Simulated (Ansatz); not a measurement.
Species: C$_{9}$H$_{6}$BNS, SMILES `Bc1c(C#N)ccc2ccsc12` (charge 0, multiplicity 1).

Task: Give a relaxed geometry from Ansatz (a first-principles code) with r2SCAN-D4/def2-SVP.

Result: This is not unique; one that fits is the end point of this relaxation, one of several conformers (outside a Z-matrix the atoms follow the SMILES, hydrogens last).
Bond lengths (Å): B1–C2 1.544, B1–H13 1.207, B1–H14 1.203, C2–C3 1.423, C2–C12 1.415, C3–C4 1.432, C3–C6 1.415, C4–N5 1.166, C6–C7 1.388, C6–H15 1.092, C7–C8 1.408, C7–H16 1.094, C8–C9 1.433, C8–C12 1.426, C9–C10 1.367, C9–H17 1.092, C10–S11 1.736, C10–H18 1.091, S11–C12 1.745. Angles (°): C2–B1–H13 119.3, C2–B1–H14 120.6, H13–B1–H14 120.0, B1–C2–C3 122.4, B1–C2–C12 122.1, C3–C2–C12 115.5, C2–C3–C4 120.7, C2–C3–C6 122.0, C4–C3–C6 117.3, C3–C4–N5 177.1, C3–C6–C7 120.5, C3–C6–H15 119.1, C7–C6–H15 120.4, C6–C7–C8 120.2, C6–C7–H16 120.1, C8–C7–H16 119.8, C7–C8–C9 129.3, C7–C8–C12 118.3, C9–C8–C12 112.4, C8–C9–C10 112.1, C8–C9–H17 124.1, C10–C9–H17 123.8, C9–C10–S11 113.5, C9–C10–H18 127.5, S11–C10–H18 119.0, C10–S11–C12 91.4, C2–C12–C8 123.5, C2–C12–S11 126.0, C8–C12–S11 110.6.
